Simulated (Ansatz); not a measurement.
A CCSD(T) single point on C$_{2}$H$_{4}$F$_{2}$O$_{2}$Si (`CC(=O)O[SiH](F)F`).

```yaml
crystal:
  periodic: [false, false, false]
  atoms:
    - {symbol: C, position_ang: [0.795435, -0.770262, 1.638726]}
    - {symbol: C, position_ang: [0.551371, -0.390927, 0.218275]}
    - {symbol: O, position_ang: [1.233626, -0.687448, -0.723647]}
    - {symbol: O, position_ang: [-0.565661, 0.359422, 0.064979]}
    - {symbol: Si, position_ang: [-0.951557, 0.880971, -1.461122]}
    - {symbol: F, position_ang: [-2.211889, 1.801322, -1.230470]}
    - {symbol: F, position_ang: [-1.413406, -0.334108, -2.349629]}
    - {symbol: H, position_ang: [1.702730, -1.363749, 1.712754]}
    - {symbol: H, position_ang: [0.879309, 0.131123, 2.249019]}
    - {symbol: H, position_ang: [-0.059214, -1.335689, 2.015650]}
    - {symbol: H, position_ang: [0.104559, 1.652345, -2.114035]}
basis:
  gaussian: {orbitals: def2-SVP}
correlation: {method: ccsd_t}
```

```sh
$ ansatz run in.yaml --threads 2 --pin off --events-out ev --progress --plain --max-ram 32768MiB --backend cuda --devices 0, --max-vram 18GiB
```

The program prints (abridged):

```
Functional definition: HF
1176 factors; integrals over basis functions are off by at most 1.2e-3 eV
mean field evaluation 1: about -19460.8964 eV, gradient 5.1e1 eV
mean field evaluation 2: about -19460.9777 eV, gradient 5.2e1 eV
mean field evaluation 4: about -19466.1383 eV, gradient 4.4e0 eV
mean field evaluation 8: about -19466.2122 eV, gradient 4.7e-1 eV
mean field -19466.21392307 eV, -715.3701669991 hartree, gradient 3.4e-6 eV, S^2 0.000000; 0 other end points of the search recorded, 0 dependent functions left out
11 core orbitals not correlated: weight in the atoms' cores, before any rotation towards them, 1.000 or more for the frozen orbitals, at most 0.000 for the correlated occupied ones
reference -19466.21392307 eV, -715.3701669991 hartree; 21, 21 occupied and 90, 90 virtual orbitals, 1176 factors
second order -29.53160911 eV of doubles, -0.00000000 eV of singles
cycle   1  -29.54287422 eV  change   -1.1e-2 eV  update   1.3e-1
cycle   2  -30.24984954 eV  change   -7.1e-1 eV  update   3.7e-2
cycle   3  -30.43798452 eV  change   -1.9e-1 eV  update   2.0e-2
cycle   4  -30.42556962 eV  change    1.2e-2 eV  update   4.2e-3
cycle   5  -30.42266095 eV  change    2.9e-3 eV  update   1.7e-3
cycle   6  -30.42347326 eV  change   -8.1e-4 eV  update   4.7e-4
cycle   7  -30.42324100 eV  change    2.3e-4 eV  update   1.7e-4
cycle   8  -30.42312989 eV  change    1.1e-4 eV  update   5.8e-5
cycle   9  -30.42315531 eV  change   -2.5e-5 eV  update   2.4e-5
perturbative correction -0.73793918 eV, -0.0271187646 hartree
Total energy: -19497.37501755 eV, -716.5153160996 hartree
```

Hardware: 2 threads of an AMD EPYC 7R13 on a shared host and a share of an NVIDIA H100 80 GB. Wall time 4.7 s, peak host memory 0.78 GiB.

Correlation energy per correlated electron: -0.742 eV. T1 diagnostic: 0.0137.
